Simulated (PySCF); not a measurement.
# Working out the ionisation energy of Ta

Ta [Xe] 4f14 5d3 6s2 (4F) → Ta⁺ [Xe] 4f14 5d3 6s1 (5F). Calculation: PySCF 2.14, in aug-cc-pwCVDZ-PP with ECP60MDF; scalar relativity through the core potential. Frozen: nothing. Energies in hartree (1 hartree = 27.21139 eV):

```
            part  Ta (lower)  Ta⁺ (upper)
             UHF  -56.742241   -56.531429
CCSD correlation   -0.317160    -0.264396
             (T)   -0.011383    -0.005302
```

Q: What does Hartree-Fock give?

A: (-56.531429) − (-56.742241) = 0.210812 hartree = 5.736 eV.

Q: What do CCSD and CCSD(T) give?

A: The CCSD correlation energies differ by 0.052764 hartree = 1.436 eV and the triples by 0.006081 hartree = 0.165 eV, so CCSD gives 7.172 eV and CCSD(T) 7.337 eV.

Measured between the centres of the two terms (NIST): 7.573 eV, so CCSD(T) (valence and next inner shell) is off by -0.236 eV.

A double-zeta basis recovers only part of the correlation energy.

What remains against the reference includes basis incompleteness and higher excitations.
